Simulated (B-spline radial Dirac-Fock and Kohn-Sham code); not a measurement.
# Relativistic shifts of the levels of Tl⁷⁺

System: Tl⁷⁺ in the configuration [Xe] 4f14 5d6.

Both columns are ΔSCF binding energies of the configuration average from a B-spline atomic structure program: non-relativistic Hartree-Fock with a point nucleus, and Dirac-Fock with a finite nucleus and the Coulomb interaction alone, averaged over the two j levels with weights 2j+1.

```
shell  Hartree-Fock (eV)  Dirac-Fock (eV)  shift (eV)  shift (%)
   1s            77620.7          86116.8    +8496.14     +10.95
   2s            13242.6          15531.9    +2289.30     +17.29
   2p            12726.4          13500.2     +773.80      +6.08
   3s             3266.5           3841.8     +575.36     +17.61
   3p             3021.9           3240.0     +218.10      +7.22
   3d             2570.3           2548.9      -21.38      -0.83
   4s              825.9            972.7     +146.84     +17.78
   4p              718.1            770.6      +52.53      +7.32
   4d              520.2            513.4       -6.76      -1.30
   4f              251.7            234.2      -17.49      -6.95
   5s              221.7            251.5      +29.81     +13.45
   5p              182.2            191.0       +8.81      +4.84
   5d              119.7            117.6       -2.13      -1.78
```

Relativity binds 1s, 2s, 2p, 3s, 3p, 4s, 4p, 5s, 5p more strongly, among those listed most of all 4s in relative terms, and 3d, 4d, 4f, 5d more weakly, because the contracted s and p shells screen the nucleus better.

Values without a named source are computed, but for edge energies of neutral atoms, which are taken from tables.
